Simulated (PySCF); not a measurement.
An unknown shows these calculated signals:

¹H NMR (500 MHz, computed): δ 7.44 (m, 2H), 6.91 (t, 1H), 6.71 (d, 2H), 3.35 (br s, 1H), 2.82 (s, 3H).

¹³C{¹H} NMR (computed): δ 156.2 (C), 136.3 (CH), 122.5 (CH), 116.6 (CH), 32.8 (CH3).

In vacuum, one averaged value for each set of equivalent atoms, single conformer, non-relativistic. Structure optimised with PBE0-D3(BJ)/def2-TZVP; σ from GIAO-B97-2/pcSseg-2; PySCF 2.14.

Shifts are taken against calculated references (same method and geometry level): ¹H and ¹³C against TMS.

Which of these does the molecule contain: an N-methyl group, an NH or NH2 group, a C≡C triple bond, an aldehyde, a three-membered ring, a benzene ring?

## Answers


- An N-methyl group: yes (δC 32.8; δH 2.82 (s)).
- An NH or NH2 group: yes (δH 3.35 (br s)).
- A C≡C triple bond: no.
- An aldehyde: no.
- A three-membered ring: no.
- A benzene ring: yes.

The data belong to SMILES c1cccc(NC)c1, C$_{7}$H$_{9}$N; they needn't prove each group on their own.

Carbon signals by region: 4 in the sp2 and nitrile region (100–160 ppm), 1 below 50 ppm.

The OH or NH signal is concentration- and solvent-dependent in practice; the value given is the gas-phase one. Shifts are as computed. Against solution values, carbons near 30 ppm lie about +3 ppm off and those near 130 ppm about +7 ppm. Of 1313 compounds with measured shifts, 239 miss one by over three times the rms of a fit or turn the order of signals round; such compounds aren't used in these exercises. Multiplicities follow the n + 1 count of equivalent neighbours, as no J values were calculated; m marks all less simple cases, F and P coupling included.
